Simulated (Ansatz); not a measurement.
C2H6ClInO can be A, `C[O][In]([CH3])[Cl]`, or B, `C[CH2][In]([OH])[Cl]`.

Gas-phase electronic energies from Ansatz, PBE0-D4/def2-TZVP geometries. CCSD(T)/CBS is the MP2 limit (def2-TZVPP, def2-QZVPP) plus CCSD(T) − MP2 in def2-TZVPP, frozen cores. Functionals use def2-TZVPP. B3LYP here is the variant with VWN-RPA as its local correlation; programs differ in this. Elements past krypton have def2 core potentials. For In outer-core shells are correlated without core-valence functions, which leaves a few kJ/mol of doubt a bond. Each species was taken in one conformer, which may not be the lowest.

A:

```xyz
11

C    -1.022   -0.568   -2.092
O    -0.721    0.318   -1.043
In    0.361   -0.151    0.534
C     0.855    1.140    2.142
Cl    1.045   -2.387    0.388
H    -2.110   -0.662   -2.197
H    -0.610   -1.574   -1.946
H    -0.626   -0.176   -3.036
H     1.937    1.265    2.176
H     0.519    0.689    3.075
H     0.373    2.106    1.999
```

B:

Z-matrix (Å, degrees):
```
C
C 1 1.520
H 1 1.094 2 110.6
H 1 1.092 2 112.0 3 119.9
H 1 1.092 2 112.0 3 -119.9
In 2 2.149 1 113.1 3 -180.0
H 2 1.093 1 111.8 3 -59.8
H 2 1.093 1 111.8 3 59.9
Cl 6 2.335 2 119.2 1 -0.1
O 6 1.979 2 132.6 1 179.8
H 10 0.960 6 113.3 2 0.1
```

Task: Which isomer does CCSD(T)/CBS put lower? Give the gap. (An estimate is asked.)

Result: Computed: B, by 43.3 kJ/mol.

Task: Give E(B) − E(A) in kJ/mol with PBE-D4, B2PLYP, CCSD/def2-TZVPP, ωB97M-V, PBE0-D4, MP2/def2-TZVPP, B3LYP-D4. (An estimate is asked.)

Result: Ansatz gave: PBE-D4 -39.2, B2PLYP -37.5, CCSD/def2-TZVPP -39.3, ωB97M-V -38.8, PBE0-D4 -39.8, MP2/def2-TZVPP -45.9, B3LYP-D4 -35.1. None reverses the order clearly.

Largest T1 diagnostic: 0.014.

In def2-TZVPP, CCSD(T) changes the Hartree–Fock value by −11.1 kJ/mol (the triples alone add −0.7 kJ/mol) and MP2 by −17.0 kJ/mol.
